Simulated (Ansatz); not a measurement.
## Molecular dynamics of CH₃BF₂

input.yaml

```yaml
crystal:
  periodic: [false, false, false]
  atoms:
    - { symbol: B, position_ang: [-0.005394, -0.006977, 0.023893] }
    - { symbol: C, position_ang: [-0.009565, -0.016486, 1.584805] }
    - { symbol: H, position_ang: [-0.979757, -0.301038, 1.99882] }
    - { symbol: H, position_ang: [0.761965, -0.683448, 1.982948] }
    - { symbol: H, position_ang: [0.228667, 0.98867, 1.957776] }
    - { symbol: F, position_ang: [1.125652, 0.004807, -0.66744] }
    - { symbol: F, position_ang: [-1.121569, 0.01447, -0.689303] }
basis:
  gaussian: { orbitals: "6-31G*" }
hamiltonian:
  xc: pbe0
  dispersion: d4
md:
  timestep: 0.5
  n_steps: 166
  ensemble: nvt_nose_hoover
  temperature: 1000.0
  initial_velocities: maxwell_boltzmann
  seed: 564304
  nose_hoover: { tau: 50.0, chain_length: 5 }
```

Command:

```bash
$ ansatz run input.yaml --threads 1 --pin off --max-ram 2048MiB --backend cpu --events-out ev --progress --plain --runs-dir out
```

It starts from a relaxed structure.

Output, in part (step lines, the closing report, with atoms numbered from 0):

```
md step     0: t =     0.00 fs  T =  1000.0 K  F+E_penalty+E_count = -7192.05159570 eV  E_kin = 0.646300 eV  conserved = -7191.40529571 eV  (22 SCF iters)
[... lines left out ...]
Total energy: -7191.39187880 eV, -264.2787770454 hartree
Atom 0 at    -0.068792     0.106648     0.059307 Å, force     0.777826    -0.801813    -3.108325 eV/Å
Atom 1 at     0.044216     0.018062     1.535674 Å, force     1.672622    -1.141241    -0.785111 eV/Å
Atom 2 at    -0.891347     0.036405     1.991655 Å, force    -1.195252     0.763814     1.862504 eV/Å
Atom 3 at     0.317106    -1.061528     1.459002 Å, force     0.018337     0.163343     0.552682 eV/Å
Atom 4 at     0.998163     0.516536     1.780257 Å, force    -0.948965     0.123064     0.984903 eV/Å
Atom 5 at     1.127561     0.024466    -0.579139 Å, force    -0.834128     0.453143    -0.189424 eV/Å
Atom 6 at    -1.143321    -0.064476    -0.729095 Å, force     0.509561     0.439689     0.682772 eV/Å
Dipole moment:    -0.023237     0.008337     0.327633 e Å
```

The steps, from the saved trajectory:

```json
{"time (fs)": "0", "T (K)": "1000", "potential energy less start (eV)": "0.000", "conserved less start (meV/atom)": "0.00"}
{"time (fs)": "2.5", "T (K)": "709", "potential energy less start (eV)": "0.189", "conserved less start (meV/atom)": "0.20"}
{"time (fs)": "5", "T (K)": "387", "potential energy less start (eV)": "0.399", "conserved less start (meV/atom)": "0.23"}
{"time (fs)": "7.5", "T (K)": "258", "potential energy less start (eV)": "0.483", "conserved less start (meV/atom)": "0.28"}
{"time (fs)": "10", "T (K)": "461", "potential energy less start (eV)": "0.353", "conserved less start (meV/atom)": "0.15"}
{"time (fs)": "12.5", "T (K)": "617", "potential energy less start (eV)": "0.255", "conserved less start (meV/atom)": "0.12"}
{"time (fs)": "15", "T (K)": "507", "potential energy less start (eV)": "0.332", "conserved less start (meV/atom)": "0.18"}
{"time (fs)": "17.5", "T (K)": "341", "potential energy less start (eV)": "0.444", "conserved less start (meV/atom)": "0.19"}
{"time (fs)": "20", "T (K)": "301", "potential energy less start (eV)": "0.474", "conserved less start (meV/atom)": "0.29"}
{"time (fs)": "22.5", "T (K)": "604", "potential energy less start (eV)": "0.283", "conserved less start (meV/atom)": "0.10"}
{"time (fs)": "25", "T (K)": "687", "potential energy less start (eV)": "0.241", "conserved less start (meV/atom)": "0.16"}
{"time (fs)": "27.5", "T (K)": "599", "potential energy less start (eV)": "0.310", "conserved less start (meV/atom)": "0.14"}
{"time (fs)": "30", "T (K)": "389", "potential energy less start (eV)": "0.456", "conserved less start (meV/atom)": "0.27"}
{"time (fs)": "32.5", "T (K)": "386", "potential energy less start (eV)": "0.466", "conserved less start (meV/atom)": "0.21"}
{"time (fs)": "35", "T (K)": "507", "potential energy less start (eV)": "0.398", "conserved less start (meV/atom)": "0.22"}
{"time (fs)": "37.5", "T (K)": "710", "potential energy less start (eV)": "0.283", "conserved less start (meV/atom)": "0.19"}
{"time (fs)": "40", "T (K)": "847", "potential energy less start (eV)": "0.216", "conserved less start (meV/atom)": "0.15"}
{"time (fs)": "42.5", "T (K)": "742", "potential energy less start (eV)": "0.307", "conserved less start (meV/atom)": "0.21"}
{"time (fs)": "45", "T (K)": "605", "potential energy less start (eV)": "0.415", "conserved less start (meV/atom)": "0.26"}
{"time (fs)": "47.5", "T (K)": "605", "potential energy less start (eV)": "0.433", "conserved less start (meV/atom)": "0.25"}
{"time (fs)": "50", "T (K)": "654", "potential energy less start (eV)": "0.421", "conserved less start (meV/atom)": "0.24"}
{"time (fs)": "52.5", "T (K)": "694", "potential energy less start (eV)": "0.417", "conserved less start (meV/atom)": "0.20"}
{"time (fs)": "55", "T (K)": "602", "potential energy less start (eV)": "0.498", "conserved less start (meV/atom)": "0.27"}
{"time (fs)": "57.5", "T (K)": "502", "potential energy less start (eV)": "0.581", "conserved less start (meV/atom)": "0.31"}
{"time (fs)": "60", "T (K)": "546", "potential energy less start (eV)": "0.569", "conserved less start (meV/atom)": "0.34"}
{"time (fs)": "62.5", "T (K)": "828", "potential energy less start (eV)": "0.408", "conserved less start (meV/atom)": "0.22"}
{"time (fs)": "65", "T (K)": "1001", "potential energy less start (eV)": "0.325", "conserved less start (meV/atom)": "0.25"}
{"time (fs)": "67.5", "T (K)": "985", "potential energy less start (eV)": "0.364", "conserved less start (meV/atom)": "0.25"}
{"time (fs)": "70", "T (K)": "835", "potential energy less start (eV)": "0.486", "conserved less start (meV/atom)": "0.29"}
{"time (fs)": "72.5", "T (K)": "746", "potential energy less start (eV)": "0.563", "conserved less start (meV/atom)": "0.32"}
{"time (fs)": "75", "T (K)": "741", "potential energy less start (eV)": "0.583", "conserved less start (meV/atom)": "0.28"}
{"time (fs)": "77.5", "T (K)": "719", "potential energy less start (eV)": "0.613", "conserved less start (meV/atom)": "0.34"}
{"time (fs)": "80", "T (K)": "817", "potential energy less start (eV)": "0.564", "conserved less start (meV/atom)": "0.23"}
{"time (fs)": "82.5", "T (K)": "709", "potential energy less start (eV)": "0.647", "conserved less start (meV/atom)": "0.38"}
```

The run went to its last step. The conserved energy stayed within 0.38 meV per atom of its start (net change 0.38 meV per atom), so the integration is sound. The mean temperature of the second half is 27 % below the set value. A run of 0.083 ps of so small a system gives no equilibrium averages.

The same pairs are bonded in the first frame and the last. Pairs count as bonded within 1.25 times the sum of covalent radii (0.12 Å more for H–H).

Last frame:

```xyz
7
Properties=species:S:1:pos:R:3
B -0.069 0.107 0.059
C 0.044 0.018 1.536
H -0.891 0.036 1.992
H 0.317 -1.062 1.459
H 0.998 0.516 1.780
F 1.128 0.025 -0.579
F -1.143 -0.065 -0.729
```

Run time: 5.1 min on 1 thread of Arm Neoverse V1 (shared host), peak memory 0.11 GiB.
